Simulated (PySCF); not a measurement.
Si(H)(SiH3) cation (H4Si2), SMILES [SiH][SiH3] (connectivity only; charge and spin as stated), charge +1, multiplicity 2. Atoms are numbered in the order given.

```xyz
6

Si    -0.0083     1.0579     0.7189
H     -0.3225     2.3500     0.0042
Si     0.0320    -0.9676    -0.5575
H      0.9310    -0.5822    -1.6853
H     -1.4255    -0.9618    -0.9021
H      0.4847    -2.0703     0.3237
```
Charge +1, spin multiplicity 2.

The structure is a stationary point at PBE-D3(BJ)/def2-TZVP. The spin state was assumed, not searched. The isomer is the one that the SMILES or the coordinates give; other isomers of the formula were not compared.

All values below come from PySCF with PBE/pcH-1.

Unrestricted Kohn–Sham, ⟨S²⟩ = 0.752. Hyperfine tensors hold the contact and dipolar terms, without spin-orbit corrections.

Computed hyperfine couplings:
| nucleus | A(iso) (MHz) | A(iso) (G) | dipolar principal values (MHz) |
|---|---|---|---|
| 29Si no. 1 | -407.4 | -145.4 | -180.8, 90.2, 90.7 |
| 1H no. 2 | 75.6 | 27.0 | -9.2, 0.0, 9.3 |
| 29Si no. 3 | -19.9 | -7.1 | -41.7, 19.8, 21.9 |
| 1H no. 4 | 45.0 | 16.1 | -4.1, 1.3, 2.8 |
| 1H no. 5 | 24.4 | 8.7 | -3.9, 0.9, 3.1 |
| 1H no. 6 | -9.9 | -3.5 | -3.2, -1.3, 4.5 |

Q: And the g tensor (effective nuclear charges for spin-orbit coupling, GIAO)? (An estimate is asked for; the answer gives what the named calculation found.)

A: principal values 1.9736, 2.0024, 2.0085; isotropic 1.9949.
